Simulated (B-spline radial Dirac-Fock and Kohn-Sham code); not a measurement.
Photoelectron lines of Pb²⁺ at Al Kα (taken as 1486.9 eV)

System: lead as Pb²⁺, configuration [Xe] 4f14 5d10 6s2.

The run's input, task.json:

```json
{"items": [{
  "Z": 82,
  "q": 2,
  "cfg": [[1, 0, 2], [2, 0, 2], [2, 1, 6], [3, 0, 2], [3, 1, 6], [3, 2, 10], [4, 0, 2], [4, 1, 6], [4, 2, 10], [4, 3, 14], [5, 0, 2], [5, 1, 6], [5, 2, 10], [6, 0, 2]],
  "A": 208,
  "rrms": 5.5012,
  "do": ["binding", "quiet", "photo", "scan"],
  "hv": [39.9, 100, 272.0, 600, 800, 1180.0, 1486.9, 1650.0, 2000, 2800.0, 2950.0, 5414.7, 6000, 17479.3, 39500.0, 48300.0]
}]}
```

Launch: `python xray_run.py task.json out`

Level of theory: a relativistic central-field model (Hartree-Slater potential of the initial state, Latter tail, multipole expansion of the photon field, Dirac-Fock thresholds); a B-spline atomic structure program. The asymmetry parameter β is from the dipole term alone. Kinetic energies are from the vacuum level.

```
subshell  electrons  binding (eV)  kinetic (eV)  σ (kb)     β
      4s          2         924.9         562.0    28.0  1.79
   4p1/2          2         795.3         691.6    29.6  1.28
   4p3/2          4         675.1         811.8    89.5  1.28
   4d3/2          4         464.2        1022.7     123  1.03
   4d5/2          6         441.8        1045.1     181  1.17
   4f5/2          6         166.6        1320.3     136  1.03
   4f7/2          8         161.7        1325.2     173  1.03
      5s          2         179.6        1307.3    7.43  1.84
   5p1/2          2         133.7        1353.2    7.16  1.58
   5p3/2          4         111.5        1375.4    18.2  1.51
   5d3/2          4         45.65        1441.2    15.3  1.24
   5d5/2          6         43.09        1443.8    21.7  1.33
      6s          2         29.78        1457.1    1.08  1.85
```

Branching ratios of the spin-orbit partners (statistical value in brackets): 4p 3.03 (2.00), 4d 1.47 (1.50), 4f 1.27 (1.33), 5p 2.54 (2.00), 5d 1.42 (1.50).

Values without a named source are computed, but for edge energies of neutral atoms, which are taken from tables.
